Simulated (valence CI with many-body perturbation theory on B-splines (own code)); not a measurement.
Results of a calculation; reference values are marked as such.
**I²⁰⁺ in three bases**

Level of theory: configuration interaction combined with many-body perturbation theory (CI+MBPT): five valence electrons over a frozen Dirac-Fock core [Ar] 3d10, a basis of 9 s, 9 p, 8 d, 6 f, 3 g, 1 h functions for each j, with the one-electron correlation potential Σ1 (screened to all orders), the two-electron term Σ2, the three-electron term Σ3, Breit, model QED; selected single and double excitations, second order for the rest, scaled by the run's own slope (own B-spline code, finite nucleus).

No measured spectrum was set against this ion. As an estimate, levels hold to about 250 cm⁻¹ or 0.2 % of their energy and the worst to 1 %, as in measured heavy ions of charge 2 to 7; those with d or f electrons hold less well. Among the levels kept, up to 1000 cm⁻¹ of a level comes from second order outside the variational space, and about a tenth of that is noise between levels of different J, which matters for small intervals.

The reference run has the lowest level (4s^2 4p1/2^2 4p3/2) J=3/2 and an ionisation energy of 603.057 eV. Its largest variational space holds 20018 state functions.

Levels are named by their leading jj configuration (3d3/2^4 stands for four electrons in 3d with j = 3/2), which in mixed levels can hold well under half, so a name can repeat and another be missing. Letters in brackets count levels of one name in rising energy.

Changed runs:
A. basis 6 s, 6 p, 5 d, 3 f, 1 g
B. basis 5 s, 5 p, 4 d, 2 f

Excitation energies of the reference run in cm⁻¹, and shifts in cm⁻¹:

```csv
Level,Reference,A,B
(4s^2 4p1/2 4p3/2^2) J=3/2,95700,-38,-86
(4s^2 4p1/2 4p3/2^2) J=5/2,119655,+66,+300
(4s^2 4p1/2 4p3/2^2) J=1/2,151778,+124,+532
(4s^2 4p3/2^3) J=3/2,248247,+55,+323
(4s 4p1/2^2 4p3/2^2) J=5/2,480647,-119,-325
(4s 4p1/2^2 4p3/2^2) J=3/2,537429,-77,-170
(4s 4p1/2^2 4p3/2^2) J=1/2,542753,-31,+4.9
(4s 4p1/2 4p3/2^3) J=3/2 [a],605644,-64,-96
(4s 4p1/2 4p3/2^3) J=5/2,635036,-11,+90
(4s^2 4p1/2^2 4d3/2) J=3/2,664710,+145,+769
(4s 4p1/2 4p3/2^3) J=1/2,676044,+37,+263
(4s 4p1/2 4p3/2^3) J=3/2 [b],689994,+20,+195
Ionisation energy (eV),603.057,-0.042,-0.144
```
